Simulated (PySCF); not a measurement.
Compound: C5H13BO.
SMILES: `[BH3-][O+]1CCC[C@H]1C`

A PySCF run (density fitting, gas phase, GFN2-xTB geometry) gave HOMO -7.04 eV, LUMO 7.28 eV, dipole 5.77 D and E = -294.580 Eh.

Task: Which of these levels was it?
A. PBE0/def2-SVPD
B. CAM-B3LYP/STO-3G
C. B3LYP/6-31G*
D. LDA/def2-SVPD
E. PBE0/pcSseg-1

Result: B. It is CAM-B3LYP/STO-3G. All candidates on this geometry:

```csv
level and settings,kind,basis functions,SCF cycles,E (Eh),HOMO (eV),LUMO (eV),dipole (D)
"LDA/def2-SVPD, fitting basis def2-qzvpp-jkfit",LDA,247,11,-295.5151,-6.34,-0.45,5.29
PBE0/def2-SVPD,global hybrid,247,13,-297.8452,-7.68,0.38,5.32
PBE0/pcSseg-1,global hybrid,184,13,-298.0054,-7.67,0.91,5.47
B3LYP/6-31G*,global hybrid,124,13,-298.4081,-7.20,1.67,5.38
CAM-B3LYP/STO-3G,range-separated hybrid,48,11,-294.5805,-7.04,7.28,5.77
```

The nearest other candidate, by the summed differences of HOMO and LUMO, is B3LYP/6-31G*: its HOMO differs by -0.16 eV and its LUMO by -5.61 eV. Cycle counts include a coarse-grid stage where the run had one. All basis functions are spherical, in the Pople sets too.
